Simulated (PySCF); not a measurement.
Ligands exchanged one at a time, Al SiH3-SH. Isolated molecules, 0 K electronic values unless said otherwise. One relaxed conformer stands for each flexible species; it need not be the lowest. Strings in code marks are SMILES.

Level of theory: PBE-D3(BJ)/def2-TZVP // PBE0-D3(BJ)/def2-TZVP in PySCF. Excitations are Tamm–Dancoff values on a coarser integration grid. The basis has no diffuse functions, so Rydberg states are missing or too high.

```
species                                                                                             S1–T1 gap (TDA) (eV)  S1 excitation (TDA) (eV)  S1 oscillator strength
--------------------------------------------------------------------------------------------------  --------------------  ------------------------  ----------------------
0 of 3 SiH3 replaced by SH (`[SiH3][Al]([SiH3])[SiH3]`)                                                             0.51                      3.14                   0.000
1 of 3 SiH3 replaced by SH (`[SiH3][Al]([SiH3])[SH]` (Si–Al–S–H torsion 0°))                                         ___                       ___                   0.000
2 of 3 SiH3 replaced by SH (`[SH][Al]([SH])[SiH3]` (S–Al–S–H torsion -179°, S–Al–S–H torsion -1°))                   ___                      4.66                   0.058
3 of 3 SiH3 replaced by SH (`[SH][Al]([SH])[SH]`)                                                                   0.19                      5.09                   0.000
```

Fill in the missing entries.


- 1 of 3 SiH3 replaced by SH (`[SiH3][Al]([SiH3])[SH]` (Si–Al–S–H torsion 0°)), S1–T1 gap (TDA) (eV): 0.58
- 1 of 3 SiH3 replaced by SH (`[SiH3][Al]([SiH3])[SH]` (Si–Al–S–H torsion 0°)), S1 excitation (TDA) (eV): 3.76
- 2 of 3 SiH3 replaced by SH (`[SH][Al]([SH])[SiH3]` (S–Al–S–H torsion -179°, S–Al–S–H torsion -1°)), S1–T1 gap (TDA) (eV): 0.64
